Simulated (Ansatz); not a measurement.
H$_{6}$N$_{2}$Si (SMILES N[SiH2]N), singlet, geometry from GFN2-xTB, atoms displaced at random by about 0.03 Å a coordinate; Ansatz (a first-principles code) with HF/STO-3G, gradient.

The Ansatz input:
Ansatz 0.2 input:
```yaml
crystal:
  periodic: [false, false, false]
  atoms:
    - {symbol: Si, position_ang: [-0.10256788, 0.38934540, 0.26154960]}
    - {symbol: N, position_ang: [1.46722304, -0.20815335, -0.02529936]}
    - {symbol: N, position_ang: [-1.33932559, -0.67141324, -0.33230244]}
    - {symbol: H, position_ang: [-0.27774288, 0.43873581, 1.67031132]}
    - {symbol: H, position_ang: [-0.01987234, 1.73796994, -0.39305126]}
    - {symbol: H, position_ang: [1.79513702, -1.04606462, 0.38402160]}
    - {symbol: H, position_ang: [1.86129176, -0.10721119, -0.95909880]}
    - {symbol: H, position_ang: [-2.27009437, -0.47054869, -0.08855397]}
    - {symbol: H, position_ang: [-1.28897380, -0.95817033, -1.26405665]}
basis:
  gaussian:
    orbitals: STO-3G
hamiltonian:
  xc: hf
output: {forces: true}
```

Question: Predict the main parts of the log of this Ansatz run.

Answer: 
```
Functional definition: HF
309 factors; integrals over basis functions are off by at most 3.5e-5 eV
mean field evaluation 1: about -10790.4188 eV, gradient 1.9e1 eV
mean field evaluation 2: about -10790.4956 eV, gradient 1.9e1 eV
mean field evaluation 4: about -10791.6354 eV, gradient 8.3e-1 eV
mean field evaluation 8: about -10791.6395 eV, gradient 2.6e-5 eV
mean field -10791.63947859 eV, -396.5854360022 hartree, gradient 6.7e-5 eV, S^2 0.000000; 0 other end points of the search recorded, 0 dependent functions left out
the calculation of the forces begins
reference -10791.63947859 eV, -396.5854360022 hartree; 17, 17 occupied and 8, 8 virtual orbitals, 309 factors
Total energy: -10791.63947859 eV, -396.5854360022 hartree
Atom 0 at    -0.102568     0.389345     0.261550 Å, force     0.302802     1.339440    -0.689980 eV/Å
Atom 1 at     1.467223    -0.208153    -0.025299 Å, force     0.097161     1.204535    -1.079671 eV/Å
Atom 2 at    -1.339326    -0.671413    -0.332302 Å, force     2.241391     0.678906     2.019821 eV/Å
Atom 3 at    -0.277743     0.438736     1.670311 Å, force    -0.234559     0.347504     0.045477 eV/Å
Atom 4 at    -0.019872     1.737970    -0.393051 Å, force    -0.676800    -1.653610     0.915088 eV/Å
Atom 5 at     1.795137    -1.046065     0.384022 Å, force     0.405925    -1.497005     0.691482 eV/Å
Atom 6 at     1.861292    -0.107211    -0.959099 Å, force    -0.047688    -0.079882     0.198021 eV/Å
Atom 7 at    -2.270094    -0.470549    -0.088554 Å, force    -2.070605     0.381009     0.462998 eV/Å
Atom 8 at    -1.288974    -0.958170    -1.264057 Å, force    -0.017627    -0.720896    -2.563236 eV/Å
Dipole moment:    -0.167727     0.025990    -0.225430 e Å
```
